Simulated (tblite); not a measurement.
Species: C₈H₁₂Ge.
Bonds: C1–C2 (double), C2–C3, C3–C4 (double), C4–C5, C5–C6, C6–C7 (double), C7–C8, C8–Ge9, C3–Ge9. Hydrogens: H10, H11 on C1; H12 on C2; H13 on C4; H14, H15 on C5; H16 on C6; H17 on C7; H18, H19 on C8; H20, H21 on Ge9.

Computed with GFN2-xTB (tblite), gas phase: L-BFGS steps from a force-field or distance-geometry start until the largest atomic force falls under 0.01 eV/Å.

Step 8: E = -682.3560 eV
```
atom  x, y, z in Å  |  force x, y, z in eV/Å
C1      2.7476    1.5028   -1.1820    0.029  -0.037  -0.001
C2      2.2825    0.2762   -0.9723    0.067   0.009  -0.049
C3      1.0658   -0.0478   -0.2474   -0.018  -0.043   0.012
C4      0.7707   -1.3295    0.0016   -0.004  -0.038  -0.029
C5     -0.4408   -1.8276    0.7396   -0.052   0.047   0.025
C6     -1.7065   -1.5392   -0.0211   -0.025  -0.008  -0.083
C7     -2.3567   -0.3849    0.0234    0.025  -0.036  -0.071
C8     -1.9247    0.7753    0.8562   -0.074  -0.098   0.024
Ge9    -0.1223    1.4093    0.3245    0.022   0.135   0.006
H10     2.2330    2.3798   -0.8192   -0.029  -0.033   0.028
H11     3.6668    1.6806   -1.7174   -0.045  -0.040   0.015
H12     2.8417   -0.5759   -1.3497   -0.028   0.030   0.024
H13     1.4437   -2.1029   -0.3576    0.002   0.018  -0.020
H14    -0.4934   -1.3468    1.7211    0.026   0.015   0.005
H15    -0.3524   -2.9048    0.8894    0.013   0.017   0.045
H16    -2.0758   -2.3419   -0.6445    0.015   0.014  -0.031
H17    -3.2430   -0.2470   -0.5837    0.017  -0.032   0.049
H18    -1.9085    0.4805    1.9067    0.050  -0.012   0.072
H19    -2.6378    1.5921    0.7668   -0.030   0.036  -0.004
H20    -0.2939    2.3916   -0.8068    0.035   0.013   0.001
H21     0.4950    2.1769    1.4719    0.005   0.042  -0.019
```

Step 9: E = -682.3580 eV
```
atom  x, y, z in Å  |  force x, y, z in eV/Å
C1      2.7475    1.5015   -1.1809    0.037   0.011  -0.012
C2      2.2821    0.2757   -0.9722    0.036  -0.045  -0.018
C3      1.0670   -0.0493   -0.2450   -0.052  -0.002  -0.003
C4      0.7704   -1.3314   -0.0005    0.008  -0.016  -0.002
C5     -0.4407   -1.8269    0.7399   -0.046   0.038  -0.003
C6     -1.7049   -1.5401   -0.0249   -0.025   0.000  -0.054
C7     -2.3545   -0.3851    0.0213   -0.002  -0.066  -0.032
C8     -1.9279    0.7737    0.8585   -0.001  -0.071  -0.008
Ge9    -0.1237    1.4098    0.3245    0.032   0.128   0.006
H10     2.2313    2.3780   -0.8178   -0.016  -0.045   0.026
H11     3.6659    1.6814   -1.7171   -0.048  -0.046   0.017
H12     2.8361   -0.5803   -1.3472    0.005   0.043   0.004
H13     1.4448   -2.1034   -0.3606   -0.015   0.013  -0.016
H14    -0.4946   -1.3412    1.7198    0.030  -0.009  -0.018
H15    -0.3516   -2.9041    0.8910    0.004   0.027   0.059
H16    -2.0735   -2.3440   -0.6483    0.024   0.040  -0.022
H17    -3.2438   -0.2480   -0.5805    0.010  -0.028   0.021
H18    -1.9048    0.4802    1.9094    0.024  -0.017   0.054
H19    -2.6405    1.5910    0.7676   -0.031   0.019   0.010
H20    -0.2893    2.3965   -0.8052    0.024  -0.007   0.000
H21     0.4957    2.1828    1.4677    0.002   0.031  -0.009
```

Q: Estimate the geometry and energy of step 10. (The exact step hangs on the optimiser's Hessian estimate; all steps are aligned on step 9, rigid shifts and turns removed.)

A: E = -682.3592 eV, largest force 0.076 eV/Å
```
atom  x, y, z in Å  |  force x, y, z in eV/Å
C1      2.7479    1.5012   -1.1802   -0.016  -0.065   0.009
C2      2.2820    0.2744   -0.9721    0.019   0.031   0.003
C3      1.0671   -0.0502   -0.2437   -0.055   0.034  -0.015
C4      0.7701   -1.3326   -0.0018    0.000   0.002   0.017
C5     -0.4415   -1.8260    0.7400   -0.017   0.018  -0.022
C6     -1.7040   -1.5407   -0.0281   -0.004  -0.005  -0.019
C7     -2.3532   -0.3860    0.0195   -0.023  -0.045   0.009
C8     -1.9300    0.7717    0.8598    0.044  -0.023  -0.016
Ge9    -0.1241    1.4122    0.3246    0.021   0.073   0.006
H10     2.2300    2.3760   -0.8165   -0.013  -0.034   0.027
H11     3.6648    1.6810   -1.7167   -0.015  -0.036  -0.001
H12     2.8329   -0.5824   -1.3457    0.039   0.021  -0.018
H13     1.4453   -2.1035   -0.3627   -0.026   0.009  -0.012
H14    -0.4948   -1.3379    1.7188    0.024  -0.013  -0.027
H15    -0.3511   -2.9030    0.8931   -0.004   0.031   0.062
H16    -2.0717   -2.3448   -0.6512    0.022   0.035  -0.030
H17    -3.2442   -0.2491   -0.5783   -0.006  -0.024  -0.007
H18    -1.9020    0.4797    1.9119    0.007  -0.017   0.018
H19    -2.6425    1.5904    0.7683   -0.015  -0.016   0.021
H20    -0.2861    2.3994   -0.8044    0.016  -0.007  -0.011
H21     0.4961    2.1870    1.4650    0.005   0.032   0.006
```

The energy changes by -0.0012 eV. The first-order estimate −F·Δx gives -0.0017 eV and the mean of the old and new forces, exact on a quadratic surface, -0.0012 eV. The step makes an angle of 60° with the force vector and moves no atom by more than 0.005 Å.

What follows is the cost of the whole relaxation. On Arm Neoverse N1, one thread, shared host with 64 logical CPUs at a one-minute load of 60, this took 0.71 s wall.
